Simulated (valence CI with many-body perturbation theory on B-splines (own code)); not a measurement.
**Energy levels of As¹⁰⁺**

Method: relativistic CI+MBPT: five valence electrons over a frozen Dirac-Fock core [Ar], a basis of 7 s, 7 p, 8 d, 6 f, 4 g, 1 h functions for each j, with the one-electron correlation potential Σ1, the two-electron term Σ2, the three-electron term Σ3, Breit, model QED; selected CI, second order for the rest, scaled by the run's own slope (own B-spline code, finite nucleus).

No measured spectrum was set against this ion. As an estimate, terms of the open shell hold to 2 to 4 % of their energy, and close levels can change places. Among the levels kept, up to 1200 cm⁻¹ of a level comes from second order outside the variational space, and about a tenth of that is noise between levels of different J, which matters for small intervals. Excitations out of the core, of the other parity, are not computed and may begin above about 68.1 eV (a cautious bound); beyond it only levels of the ground parity were kept, without lifetimes.

Levels 46 to 84 of 84, with energies above the lowest level, 3d5 6S_5/2. "Leading %" is the weight of the configuration and term that name the level; weights of strongly mixed levels are sums over their largest components and can fall short. In the jj column 3d3/2^4 stands for four electrons in 3d with j = 3/2.

```tsv
No.	Configuration	Term	J	E (cm⁻¹)	Leading %	Leading jj
46	3d4 4s	4D	7/2	929870	97	3d3/2 3d5/2^3 4s (41 %)
47	3d4 4s	4P	1/2	953450	89	3d3/2^4 4s (48 %)
48	3d4 4s	4H	7/2	955310	87	3d3/2^3 3d5/2 4s (50 %)
49	3d4 4s	4H	9/2	956190	80	3d3/2^2 3d5/2^2 4s (47 %)
50	3d4 4s	4H	11/2	957940	91	3d3/2^2 3d5/2^2 4s (82 %)
51	3d4 4s	4P	3/2	958780	93	3d3/2^2 3d5/2^2 4s (35 %)
52	3d4 4s	4H	13/2	959530	97	3d3/2^2 3d5/2^2 4s (55 %)
53	3d4 4s	4F	5/2	961130	72	3d3/2^2 3d5/2^2 4s (56 %)
54	3d4 4s	4F	7/2	961650	70	3d3/2^2 3d5/2^2 4s (51 %)
55	3d4 4s	4F	3/2	961650	97	3d3/2^2 3d5/2^2 4s (54 %)
56	3d4 4s	4F	9/2	962070	63	3d3/2^3 3d5/2 4s (34 %)
57	3d4 4s	4P	5/2	965860	94	3d3/2^2 3d5/2^2 4s (40 %)
58	3d4 4s	4G	5/2	966150	61	3d3/2^2 3d5/2^2 4s (48 %)
59	3d4 4s	2P	1/2	966300	88	3d3/2^2 3d5/2^2 4s (38 %)
60	3d4 4s	2H	9/2	966680	83	3d3/2^2 3d5/2^2 4s (77 %)
61	3d4 4s	2H	11/2	967840	67	3d3/2^2 3d5/2^2 4s (69 %)
62	3d4 4s	4G	7/2	968670	68	3d3/2^2 3d5/2^2 4s (47 %)
63	3d4 4s	4G	9/2	969660	76	3d3/2^2 3d5/2^2 4s (59 %)
64	3d4 4s	2F	7/2	971290	65	3d3/2^2 3d5/2^2 4s (34 %)
65	3d4 4s	4G	11/2	971750	68	3d3/2 3d5/2^3 4s (88 %)
66	3d4 4s	2F	5/2	973100	82	3d3/2 3d5/2^3 4s (52 %)
67	3d4 4s	2P	3/2	974630	86	3d3/2^2 3d5/2^2 4s (44 %)
68	3d4 4s	2G	7/2	977590	82	3d3/2^2 3d5/2^2 4s (59 %)
69	3d4 4s	2G	9/2	979920	93	3d3/2 3d5/2^3 4s (69 %)
70	3d4 4s	4D	7/2	980270	97	3d3/2 3d5/2^3 4s (44 %)
71	3d4 4s	4D	5/2	981040	91	3d3/2 3d5/2^3 4s (29 %)
72	3d4 4s	4D	3/2	982040	88	3d3/2 3d5/2^3 4s (37 %)
73	3d4 4s	4D	1/2	982610	97	3d3/2 3d5/2^3 4s (61 %)
74	3d4 4s	2I	13/2	984380	97	3d3/2 3d5/2^3 4s (55 %)
75	3d4 4s	2I	11/2	984710	94	3d3/2 3d5/2^3 4s (62 %)
76	3d4 4s	2G	9/2	987290	86	3d5/2^4 4s (43 %)
77	3d4 4s	2G	7/2	987950	80	3d5/2^4 4s (52 %)
78	3d4 4s	2D	5/2	989830	95	3d3/2 3d5/2^3 4s (38 %)
79	3d4 4s	2D	3/2	991020	95	3d3/2 3d5/2^3 4s (44 %)
80	3d4 4s	2S	1/2	993640	93	3d3/2 3d5/2^3 4s (60 %)
81	3d4 4s	2D	5/2	1003000	92	3d3/2^2 3d5/2^2 4s (39 %)
82	3d4 4s	2D	3/2	1003400	93	3d3/2^2 3d5/2^2 4s (41 %)
83	3d4 4s	2F	7/2	1012800	93	3d3/2 3d5/2^3 4s (54 %)
84	3d4 4s	2F	5/2	1012900	93	3d3/2 3d5/2^3 4s (56 %)
```

Names give the largest LS component (configuration and term), which can be under half, so a name can repeat, a term be missing and a line seem to break the LS rules; names also repeat where a configuration has a term twice.

Where two levels of one J and parity lie close, their mixing, g and order are uncertain.
